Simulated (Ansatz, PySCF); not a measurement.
System: B₂O₃, charge 0, multiplicity 1. SMILES: O=BOB=O
Coordinates optimised at B3LYP-D3(BJ)/def2-TZVP (Ansatz, a quantum-chemistry and plane-wave program):
```xyz
5

O     -2.3578    -0.3880    -0.4469
B     -1.2349     0.0007    -0.2404
O     -0.0192     0.4735    -0.0184
B      1.2301     0.1191     0.2357
O      2.3800    -0.1604     0.4682
```
Charge 0, spin multiplicity 1.

Wanted: atomisation energy (electronic, to ground-state atoms), in kcal/mol. Cores are frozen in the correlated levels unless marked. UHF or UKS for open shells. No spin-orbit coupling. No relativistic terms. The coupled-cluster limit lacks core correlation, which all-electron functionals hold. Basis-set limits of correlation are two-point, X^-3; Hartree-Fock from the larger set. The bracket is a focal-point correction in the basis named.

```json
[
 {"level": "HF/aug-cc-pVTZ", "program": "Ansatz", "atomisation energy (kcal/mol)": "462.3"},
 {"level": "HF/cc-pVTZ", "program": "Ansatz", "atomisation energy (kcal/mol)": "463.3"},
 {"level": "HF/cc-pwCVTZ", "program": "Ansatz", "atomisation energy (kcal/mol)": "464.8"},
 {"level": "HF-D3(BJ)/def2-TZVPD", "program": "PySCF + dftd3", "atomisation energy (kcal/mol)": "478.7"},
 {"level": "HF-D4/def2-TZVPD", "program": "PySCF + dftd4", "atomisation energy (kcal/mol)": "469.8"},
 {"level": "B3LYP/def2-TZVPD", "program": "Ansatz", "atomisation energy (kcal/mol)": "655.1"},
 {"level": "TPSSh/def2-TZVPD", "program": "PySCF", "atomisation energy (kcal/mol)": "637.8"},
 {"level": "r2SCAN0/def2-TZVPD", "program": "Ansatz", "atomisation energy (kcal/mol)": "639.1"},
 {"level": "wB97M-V/def2-TZVPD", "program": "Ansatz", "atomisation energy (kcal/mol)": "660.8"},
 {"level": "B2PLYP-D4/def2-TZVPD", "program": "Ansatz + dftd4", "atomisation energy (kcal/mol)": "659.3"},
 {"level": "MP2/aug-cc-pVTZ", "program": "Ansatz", "atomisation energy (kcal/mol)": "680.4"},
 {"level": "RI-MP2/aug-cc-pVQZ", "program": "Ansatz", "atomisation energy (kcal/mol)": "692.3"},
 {"level": "RI-MP2/CBS(cc-pVTZ,cc-pVQZ)", "program": "Ansatz", "atomisation energy (kcal/mol)": "699.0"},
 {"level": "SCS-MP2/6-31G", "program": "Ansatz", "atomisation energy (kcal/mol)": "563.8"},
 {"level": "SCS-MP2/aug-cc-pVTZ", "program": "Ansatz", "atomisation energy (kcal/mol)": "661.2"},
 {"level": "SCS-MP2/cc-pVTZ", "program": "Ansatz", "atomisation energy (kcal/mol)": "659.2"},
 {"level": "CCSD/cc-pVTZ", "program": "Ansatz", "atomisation energy (kcal/mol)": "618.3"},
 {"level": "CCSD(T)/cc-pVTZ", "program": "Ansatz", "atomisation energy (kcal/mol)": "634.7"},
 {"level": "RI-MP2/CBS(cc-pVTZ,cc-pVQZ)+[CCSD(T)-MP2]/cc-pVDZ", "program": "Ansatz", "atomisation energy (kcal/mol)": "655.9"},
 {"level": "RI-MP2/CBS(cc-pVTZ,cc-pVQZ)+[CCSD(T)-MP2]/cc-pVTZ", "program": "Ansatz", "atomisation energy (kcal/mol)": "655.1"},
 {"level": "RI-MP2/CBS(aug-cc-pVTZ,aug-cc-pVQZ)+[CCSD(T)-MP2]/aug-cc-pVTZ", "program": "Ansatz", "atomisation energy (kcal/mol)": "654.6"}
]
```
